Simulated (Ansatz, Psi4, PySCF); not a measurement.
C₂H₈N (SMILES C[NH2+]C), charge +1, singlet, at a GFN2-xTB geometry. Base run: HF/STO-3G in PySCF.

Geometry (Å):
```xyz
11

C     -0.0233    -0.2718     1.2306
N      0.0346     0.5453     0.0008
C     -0.0110    -0.2689    -1.2314
H      0.8192    -0.9602     1.2583
H      0.0126     0.3635     2.1131
H     -0.9463    -0.8482     1.2495
H      0.8999     1.1005     0.0058
H      0.8318    -0.9573    -1.2522
H      0.0338     0.3685    -2.1121
H     -0.9337    -0.8453    -1.2610
H     -0.7537     1.2054    -0.0024
```
Charge +1, spin multiplicity 1.
All else is at PySCF's defaults.

The same geometry, method and basis name were run in Ansatz (a quantum-chemistry and plane-wave program) and Psi4 and PySCF, at each program's defaults and at the settings that a row names. The base is PySCF at its defaults. Differences at the defaults can come from grids, fitting, cores and function types together.

| code and settings | ΔE vs base (µEh) | basis functions | E (Eh) | SCF cycles |
|---|---|---|---|---|
| PySCF, defaults (exact integrals, spherical functions) | 0.0 | 23 | -133.04530 | 8 |
| Psi4, defaults (density fitting with its default set, spherical functions) | -382 | 23 | -133.04568 | 7 |
| Ansatz, defaults (factorised integrals, spherical functions) | 11.1 | 23 | -133.04529 | - |
| PySCF, density fitting with def2-universal-jkfit | -382 | 23 | -133.04568 | 8 |
| Psi4, exact integrals, spherical functions | -0.1 | 23 | -133.04530 | 9 |
| Ansatz, high accuracy | -0.1 | 23 | -133.04530 | - |
